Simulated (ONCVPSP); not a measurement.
An all-electron radial function and its pseudo partner (Be (Z = 4))

Columns: radius, all-electron u(r) and pseudo u(r) of the 2s shell (level -6.14 eV) of beryllium in the configuration [He] 2s1 2p1; LDA (Perdew-Wang 92), scalar-relativistic, ONCV scheme, ONCVPSP 4.0.1.

```tsv
r (bohr)	all-electron	pseudo
0.200	-0.2594	0.0440
0.400	-0.1747	0.0999
0.600	0.0027	0.1737
0.800	0.1837	0.2652
1.000	0.3377	0.3650
1.200	0.4568	0.4613
1.400	0.5419	0.5420
1.600	0.5970	0.5970
1.800	0.6270	0.6270
2.000	0.6369	0.6369
2.200	0.6313	0.6313
2.400	0.6141	0.6141
2.600	0.5888	0.5888
2.800	0.5579	0.5579
3.000	0.5236	0.5236
3.200	0.4875	0.4875
3.400	0.4509	0.4509
3.600	0.4147	0.4147
3.800	0.3796	0.3796
4.000	0.3459	0.3459
4.200	0.3141	0.3141
4.400	0.2843	0.2843
4.600	0.2566	0.2566
4.800	0.2309	0.2309
5.000	0.2074	0.2074
5.200	0.1858	0.1858
```

(1) How many radial nodes do the two functions have?

(2) At about which radius was the pseudo-wave matched?

(3) Is the pseudo-wave norm-conserving?

## Answers

(1) The all-electron 2s function has n − l − 1 = 1; the pseudo-wave has 0, since the states of the same l below it are removed with the core.

(2) 1.65 bohr. The columns agree to 0.0005 from 1.40 bohr on; several derivatives are matched, so the curves merge somewhat inside the radius.

(3) Yes: the ONCV scheme keeps the norm inside the radius equal to the all-electron one, which fixes the energy derivative of the logarithmic derivative at the level.
